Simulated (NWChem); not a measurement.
C$_{5}$H$_{5}$ cation

```xyz
10

C     -0.9433    -0.1534     0.3769
C     -0.4110    -1.2681    -0.0871
C      0.9313    -0.6772    -0.0648
C      0.8709     0.7013    -0.0733
C     -0.5453     1.1983    -0.0264
H     -0.7504    -2.2891    -0.2689
H      1.8287    -1.2600     0.1709
H      1.7053     1.3413     0.2336
H     -1.0109     1.4541    -0.9940
H     -0.6739     2.0207     0.6931
```
Atoms are numbered in this order, from 1.

Program: NWChem. Pople sets run with spherical d functions. Structure relaxed at the PBE0/def2-SVP level. Atomic charges in e: unrestrained fits to the electrostatic potential beside Mulliken populations; buried atoms are poorly determined by the fit.

For level Hartree-Fock/6-31G*:

```yaml
Mulliken C2: -0.08
Mulliken C3: -0.19
Mulliken C4: -0.11
Mulliken C5: -0.42
```

**Question.** How do the values read with level B3LYP/def2-SVP instead?

**Answer.** The Mulliken C2 comes out as 0.09, the Mulliken C3 is 0.03 and the Mulliken C4 is -0.01. The Mulliken C5 comes out as 0.10.
